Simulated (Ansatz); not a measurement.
`O[SiH2][SiH2]Cl` → `O[SiH3]` + `[SiH]Cl` at 700 K and 1 bar (silylene formation by 1,1-elimination).

Program: Ansatz. Geometries: PBE0-D4/def2-TZVP. ΔE: electronic, gas phase. CCSD(T)/CBS is the MP2 limit (def2-TZVPP, def2-QZVPP) plus CCSD(T) − MP2 in def2-TZVPP, frozen cores. This one scheme is used for every species. Each species was taken in one conformer, which may not be the lowest.

```
          species  CCSD(T)/CBS energy (Eh)  H − E (kJ/mol)  S (J/(mol·K))
`O[SiH2][SiH2]Cl`              -1116.20195           207.3          466.4
        `O[SiH3]`               -366.69042           144.6          321.6
        `[SiH]Cl`               -749.43948            49.2          290.2
```

H − E and S are ideal-gas, rigid-rotor, harmonic terms from PBE0-D4/def2-TZVP, for one conformer and one mirror image of each species. 1 Eh = 2625.50 kJ/mol, R = 8.31446 J/(mol·K).

Question: By hand: ΔE, ΔH, ΔS and ΔG.

Answer: ΔE = (-366.69042) + (-749.43948) − (-1116.20195) = 0.07205 Eh = 189.2 kJ/mol. Δ(H − E) = 144.6 + 49.2 − 207.3 = -13.5, so ΔH = 175.7 kJ/mol. ΔS = 321.6 + 290.2 − 466.4 = 145.4 J/(mol·K). ΔG = 175.7 − 700 × (145.4)/1000 = 73.9 kJ/mol.

Question: By hand: the equilibrium constant, and the temperature at which ΔG would vanish if ΔH and ΔS stayed fixed.

Answer: log₁₀ K = −ΔG/(RT ln 10) = -5.5. ΔG = 0 at ΔH/ΔS = 1208 K.

The number of gas molecules changes by +1, which sets the sign of ΔS. A doubt of 5 kJ/mol in ΔE shifts log₁₀ K by 0.4 here. Other conformers and mirror images would add mixing entropy, several J/(mol·K) or more a flexible species. Modes under 60 cm⁻¹, often nearly free rotors, make the harmonic entropy too high. These are equilibria of isolated gas molecules and say nothing of rates. Largest T1 diagnostic: 0.013 (customary marks: 0.02 for closed shells, 0.045 for open ones).
